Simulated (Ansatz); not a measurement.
Harmonic frequencies (cm⁻¹) at PBE0-D4/def2-TZVP from Ansatz: 165, 179, 179, 184, 188, 208, 355, 549, 570, 579, 620, 644, 698, 750, 1191, 1409, 1416, 3039, 3134, 3157, 3871.

Each molecule was computed in one conformer, which needn't be the lowest.

Q: Which molecule is it?
A. `[OH][Mo]([F])(=[S])([Cl])[Cl]`
B. `[NH2][Mo](=[O])(=[S])[Cl]`
C. `[NH]=[Mo](=[NH])([OH])[OH]`
D. `[CH3][Mo]([OH])(=[S])=[S]`

A: D.
